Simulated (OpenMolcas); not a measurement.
# La II: effect of the active space

* Program: OpenMolcas 26.06
* Method: MS-CASPT2 or its RAS form, IPEA 0.25 Eh, imaginary shift 0.1 Eh
* Basis: ANO-RCC-VTZP
* Scalar Hamiltonian: DKH2, point nucleus
* Spin-orbit coupling: RASSI with atomic mean-field integrals over the reference wave functions, term energies averaged over their components

A. 2 electrons in 6 orbitals (5d 6s); 2S+1 = 3 even, 15 roots; 2S+1 = 1 even, 21 roots; closed shells correlated: 5s 5p; CASPT2 step of the order of 15 core-seconds
B. 2 electrons in 9 orbitals (RAS2 5d 6s; RAS3 6p, at most 2 electrons); 2S+1 = 3 even, 15 roots; 2S+1 = 1 even, 21 roots kept (CI in the orbitals of an earlier block); 2S+1 = 3 odd, 18 roots; 2S+1 = 1 odd, 18 roots kept (CI in the orbitals of an earlier block); closed shells correlated: 5s 5p; CASPT2 step of the order of 2.5 core-minutes
C. 2 electrons in 11 orbitals (5d 6s 6d); 2S+1 = 3 even, 15 roots; 2S+1 = 1 even, 20 roots kept (CI in the orbitals of an earlier block); closed shells correlated: 5s 5p; CASPT2 step of the order of 2.6 core-minutes

Energies in cm-1 above 5d2 3F2, the measured ground level; measured values from NIST Handbook of Basic Atomic Spectroscopic Data.

| Level | A | B | C | Measured |
| --- | --- | --- | --- | --- |
| 5d2 3F2 | 0.0 | 0.0 | 0.0 | 0.0 |
| 5d2 3F3 | 1091 | 1104 | 1018 | 1016 |
| 5d2 1D2 [75 %] | 1435 | 1466 | 1476 |  |
| 5d2 3F4 | 2090 | 2100 | 2000 | 1971 |
| 5d 6s 3D1 | 2670 | 2630 | 2410 | 1895 |
| 5d 6s 3D2 | 3260 | 3210 | 3130 | 2592 |
| 5d 6s 3D3 | 3970 | 3930 | 3870 | 3250 |
| 5d2 3P0 | 6310 | 6140 | 6140 | 5250 |
| 5d2 3P1 | 6820 | 6680 | 6490 | 5718 |
| 5d2 3P2 | 7280 | 7180 | 6930 | 6227 |
| 5d2 1G4 | 7820 | 7710 | 7920 | 7473 |
| 6s2 1S0 | 8480 | 8690 | 8720 | 7395 |
| 5d 6s 1D2 | 9730 | 10160 | 9610 |  |

Deviations, from unrounded energies. A percentage is the sum of absolute deviations over the sum of measured energies, with the sign that they share, or ± where signs differ.

```tsv
Against measurement	Levels	A	B	C
mean absolute deviation (cm-1)	10	700	660	580
fine structure of the ground term (%)	2	+6.4	+7.2	+1.2
other terms of the ground configuration (%)	4	+14.4	+12.3	+11.4
other configurations (%)	4	+21.4	+22.0	+19.8
```

C lies closest to measurement on these levels and A furthest from it. The largest miss of C in the table is 6s2 1S0, by +1300 cm-1. The ranking rests on the paired levels alone, and a cruder setting can come out closer through cancelling errors.

The spin-orbit steps hold different terms of 5d2 (C lacks 1S), which shifts levels as well.

The two smallest mean deviations differ by little beside CASPT2's spread within terms, so their order carries little weight.

Among A to C the level of the table that moves most is 5d 6s 1D2, by 550 cm-1 (lowest in C, highest in B). Moves below CASPT2's spread within the term are not significant.

CASPT2 does not keep the components of a term degenerate, so their means are used; among the terms shown or strongly mixed into the levels shown the widest spread is 970 cm-1 (5d2 1G, C). Over all roots computed the reference weight is 0.85 to 0.93 in A, 0.87 to 0.93 in B; the roots of lowest weight are the least certain, and an intruder state may touch them. Some terms miss by over 15 % even with CASPT2, which points to a basis or an active space too small for the shells correlated. The CASPT2 spread within a term exceeds the gap to the next term for 5d2 1D and 5d2 3F, 5d2 3P and 5d2 1G, 5d2 1G and 6s2 1S, so the order of their levels is uncertain, and so are names and mixing where such terms share a J (figures for A; the like holds for B, C). Configurations are named by rounded mean occupations; where the s occupation lies near a half they are strongly mixed, a name can repeat and a true partner stay unpaired (holds for A; B). A single d shell beside an s shell can misplace configurations of different d count against each other (holds for A; B). Terms from blocks run as CI alone lack orbitals of their own (holds for B; C). Active for correlation alone: 6d; no level in the range computed is led by a configuration that fills it, so any true level of that kind is missing (holds for C). Measured partners are found by configuration, term and J. A level has none where our copy of the source lacks it or the pairing is in doubt (some pairs that miss far off the trend of their configuration count as doubtful), and it then counts in no deviation. Levels of configurations outside the active space are missing. Levels that lie high or do not pair safely by name in every column are left out.

A share in square brackets marks a mixed level and gives the weight of the term that names it, the lowest over the columns.
